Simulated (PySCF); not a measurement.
Start geometry of `CCC1=NN(C)N=C1C` from GFN2-xTB (Å):
```
atom  x, y, z in Å
C1    -2.4335   -0.6253   -0.8137
C2    -1.7721   -0.4245    0.5345
C3    -0.3224   -0.2255    0.3553
N4     0.6041   -1.2228    0.3580
N5     1.7339   -0.6692    0.1345
C6     2.9544   -1.4008    0.1017
N7     1.7079    0.6408    0.0071
C8     0.4317    0.9727    0.1308
C9    -0.0779    2.3701    0.0695
H10   -2.0494   -1.4720   -1.3178
H11   -2.3050    0.2710   -1.4381
H12   -3.5177   -0.7419   -0.6780
H13   -2.2150    0.4564    1.0429
H14   -1.9480   -1.3059    1.1544
H15    3.6589   -0.8885   -0.5350
H16    2.7510   -2.3843   -0.2843
H17    3.3858   -1.4899    1.1042
H18   -0.8314    2.4656   -0.7316
H19    0.7548    3.0203   -0.1611
H20   -0.5613    2.6693    0.9967
```

**Question.** What comes out of this run: PBE0-D3(BJ)/def2-SVP geometry optimisation, gas phase (PySCF 2.14.0)?

**Answer.** 
```
atom  x, y, z in Å
C1    -2.5900   -0.3923   -0.5684
C2    -1.6987   -0.4826    0.6680
C3    -0.2524   -0.2833    0.3613
N4     0.5869   -1.2982    0.1638
N5     1.7321   -0.7217   -0.1316
C6     2.9384   -1.4773   -0.3361
N7     1.7240    0.5941   -0.1360
C8     0.4690    0.9187    0.1676
C9     0.0060    2.3297    0.2624
H10   -2.3000   -1.1500   -1.3117
H11   -2.5085    0.5944   -1.0508
H12   -3.6476   -0.5537   -0.3098
H13   -2.0160    0.2683    1.4108
H14   -1.8161   -1.4679    1.1438
H15    3.5779   -0.9314   -1.0397
H16    2.6684   -2.4565   -0.7482
H17    3.4812   -1.6191    0.6116
H18   -0.7673    2.5556   -0.4888
H19    0.8513    3.0111    0.1003
H20   -0.4273    2.5445    1.2520
```

The energy falls by 4.3 kcal/mol over 13 energy and gradient evaluations, the largest force component goes from 0.0533 to 2.9e-04 Eh/bohr, and the atoms move by 0.095 Å rms after alignment. The bond that changes most is C1–H10 (methyl carbon to methyl hydrogen), which lengthens by 0.043 Å. Bonds longer at the end by more than 0.005 Å: 12 of 20; shorter: 3. Among the angles that change most is C1–C2–C3, from 109.8° to 113.0°. Rotational constants go from 2610, 1298, 939.9 to 2649, 1271, 929.6 MHz. The orientation of the end geometry is arbitrary; only internal coordinates are fixed.

The run used 181 basis functions and 89 SCF cycles in all. On an Arm Neoverse V2 with one thread, shared host with 96 logical CPUs at a one-minute load of 43, this took 3.3 min wall and 0.85 GiB of memory at its peak.

Stationary, but not proved a minimum. The numbers are those of one conformer.
